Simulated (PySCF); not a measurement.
Harmonic spectrum computed at PBE0 in the def2-TZVP basis family (core potentials from Rb on, PySCF, no spin–orbit coupling):

```json
{"symmetry": "a1", "ω (cm⁻¹)": "77", "IR (km/mol)": "0.0"}
{"symmetry": "a1", "ω (cm⁻¹)": "246", "IR (km/mol)": "5.4"}
{"symmetry": "b2", "ω (cm⁻¹)": "247", "IR (km/mol)": "41.9"}
```

Task: Which molecule gave it? In each, all ligands are bound to the one heavy central atom.
A. MgI₂ (singlet)
B. AsI₂ (doublet)
C. TeI₂ (singlet)
D. InI₂ (doublet)

Result: B. It has C2v symmetry with As–I 2.522 Å (×2).
